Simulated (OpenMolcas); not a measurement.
P³⁺: input and output

Input:

```
&GATEWAY
Coord
1

P 0.0 0.0 0.0
Basis=ANO-RCC-VDZP
Group=XYZ
NoMove
AngMom=0.0 0.0 0.0
AMFI
&SEWARD
* reference wave functions (RASSCF and RASSI steps not shown): 2 electrons in 4 orbitals (3s 3p)
>>> COPY JOB001 $Project.JobIph
&CASPT2
Multistate=3 1 2 3
Frozen=1 0
IPEA=0.25
Imaginary=0.1
MaxIter=60
WThr=0.0 0.3 0.05
PrWF=0.5
NoMix
>>> COPY JOB002 $Project.JobIph
&CASPT2
Multistate=7 1 2 3 4 5 6 7
Frozen=1 0
IPEA=0.25
Imaginary=0.1
MaxIter=60
WThr=0.0 0.3 0.05
PrWF=0.5
NoMix
>>> COPY JOB003 $Project.JobIph
&CASPT2
Multistate=3 1 2 3
Frozen=1 0
IPEA=0.25
Imaginary=0.1
MaxIter=60
WThr=0.0 0.3 0.05
PrWF=0.5
NoMix
...
```

Output, cut to the results:

```
--- CASPT2 ---
Orbital specifications:
      -----------------------

      Symmetry species                           1   2
                                                ag  au
      Frozen orbitals                            1   0
      Inactive orbitals                          1   3
      Active orbitals                            1   3
      Secondary orbitals                         6   3
      Deleted orbitals                           0   0
      Number of basis functions                  9   9
Type of calculation                        MS-CASPT2
      Fock operator                              state-specific
      IPEA shift                                 0.25
      Real shift                                 0.00
      Imaginary shift                            0.10
      The input orbitals will be transformed to quasi-canonical
Reference energy:        -338.6561234648
      E2 (Non-variational):      -0.0100386499
      Shift correction:          -0.0000229560
      E2 (Variational):          -0.0100616060
      Total energy:            -338.6661850708
      Residual norm:              0.0000000270
      Reference weight:           0.99603
      Contributions to the CASPT2 correlation energy
      Active & Virtual Only:         -0.0056410306
      One Inactive Excited:          -0.0014329336
      Two Inactive Excited:          -0.0029646858
Reference energy:        -338.6561234648
      E2 (Non-variational):      -0.0100386499
      Shift correction:          -0.0000229560
      E2 (Variational):          -0.0100616060
      Total energy:            -338.6661850708
      Residual norm:              0.0000000270
      Reference weight:           0.99603
      Contributions to the CASPT2 correlation energy
      Active & Virtual Only:         -0.0056410306
      One Inactive Excited:          -0.0014329336
      Two Inactive Excited:          -0.0029646858
::    CASPT2 Root  1     Total energy:   -338.66618507
::    CASPT2 Root  2     Total energy:   -338.66618507
::    CASPT2 Root  3     Total energy:   -338.66618507
::    MS-CASPT2 Root  1     Total energy:   -338.66618507
::    MS-CASPT2 Root  2     Total energy:   -338.66618507
::    MS-CASPT2 Root  3     Total energy:   -338.66618507
--- CASPT2 ---
Orbital specifications:
      -----------------------

      Symmetry species                           1   2
                                                ag  au
      Frozen orbitals                            1   0
      Inactive orbitals                          1   3
      Active orbitals                            1   3
      Secondary orbitals                         6   3
      Deleted orbitals                           0   0
      Number of basis functions                  9   9
Type of calculation                        MS-CASPT2
      Fock operator                              state-specific
      IPEA shift                                 0.25
      Real shift                                 0.00
      Imaginary shift                            0.10
      The input orbitals will be transformed to quasi-canonical
Reference energy:        -339.4163811321
      E2 (Non-variational):      -0.0075908569
      Shift correction:          -0.0000054895
      E2 (Variational):          -0.0075963464
      Total energy:            -339.4239774785
      Residual norm:              0.0000000080
      Reference weight:           0.99837
      Contributions to the CASPT2 correlation energy
      Active & Virtual Only:         -0.0026348060
      One Inactive Excited:          -0.0016608411
      Two Inactive Excited:          -0.0032952098
Reference energy:        -338.5971552209
      E2 (Non-variational):      -0.0545217625
      Shift correction:          -0.0014065137
      E2 (Variational):          -0.0559282763
      Total energy:            -338.6530834971
      Residual norm:              0.0000000313
      Reference weight:           0.92490
      Contributions to the CASPT2 correlation energy
      Active & Virtual Only:         -0.0499993204
      One Inactive Excited:          -0.0014520633
      Two Inactive Excited:          -0.0030703788
::    CASPT2 Root  1     Total energy:   -339.42397748
::    CASPT2 Root  2     Total energy:   -338.65308350
::    CASPT2 Root  3     Total energy:   -338.65308283
::    CASPT2 Root  4     Total energy:   -338.65308334
::    CASPT2 Root  5     Total energy:   -338.65308333
::    CASPT2 Root  6     Total energy:   -338.65308449
::    CASPT2 Root  7     Total energy:   -338.51248929
::    MS-CASPT2 Root  1     Total energy:   -339.42406776
::    MS-CASPT2 Root  2     Total energy:   -338.65308650
::    MS-CASPT2 Root  3     Total energy:   -338.65308461
::    MS-CASPT2 Root  4     Total energy:   -338.65308343
::    MS-CASPT2 Root  5     Total energy:   -338.65308274
::    MS-CASPT2 Root  6     Total energy:   -338.65308024
::    MS-CASPT2 Root  7     Total energy:   -338.51239898
--- CASPT2 ---
Orbital specifications:
      -----------------------

      Symmetry species                           1   2
                                                ag  au
      Frozen orbitals                            1   0
      Inactive orbitals                          1   3
      Active orbitals                            1   3
      Secondary orbitals                         6   3
      Deleted orbitals                           0   0
      Number of basis functions                  9   9
Type of calculation                        MS-CASPT2
      Fock operator                              state-specific
      IPEA shift                                 0.25
      Real shift                                 0.00
      Imaginary shift                            0.10
      The input orbitals will be transformed to quasi-canonical
Reference energy:        -339.1056594391
      E2 (Non-variational):      -0.0092405469
      Shift correction:          -0.0000288548
      E2 (Variational):          -0.0092694017
...
```

Levels above the lowest, from the spin-orbit matrix with the multistate effective Hamiltonian, averaged by term, added to it:

```tsv
Configuration	Term	J	E (eV)	Measured (eV)	Term weight %
3s²	¹S	0	0.0000	0.0000	100
3s 3p	³P°	0	8.368	8.4208	100
3s 3p	³P°	1	8.390	8.4491	100
3s 3p	³P°	2	8.434	8.5072	100
3s 3p	¹P°	1	13.625		100
3p²	³P	0	20.579	20.4501	100
3p²	³P	1	20.602	20.4804	100
3p²	³P	2	20.642	20.5385	99
3p²	¹D	2	20.982	19.6071	99
3p²	¹S	0	24.809	24.1263	100
```

Against the 8 measured excited levels shown (Martin, Zalubas and Musgrove, J. Phys. Chem. Ref. Data 14, 751 (1985)) the mean absolute deviation is 2600 cm-1; the largest miss in energy is 3p² ¹D₂: computed 20.982, measured 19.6071 eV (+7.0 %). Levels of one J stand in another order than measured, so their pairing by name is doubtful.

Over all roots computed the reference weight is 0.92 to 1.00; the roots of lowest weight are the least certain, and an intruder state may touch them. The ¹D term of p² mixes with s d, which this space lacks. The basis is small and was not contracted for so high a charge. Computed and measured levels are paired by configuration, term and J; levels that our copy of the source lacks, or whose pairing is in doubt (as where it misses far off the trend of its configuration), stay unpaired and out of the deviations. Only configurations of the active space appear.

The term weight is that of the spin-free term in the level, not the purity of its configuration. ° marks odd parity.
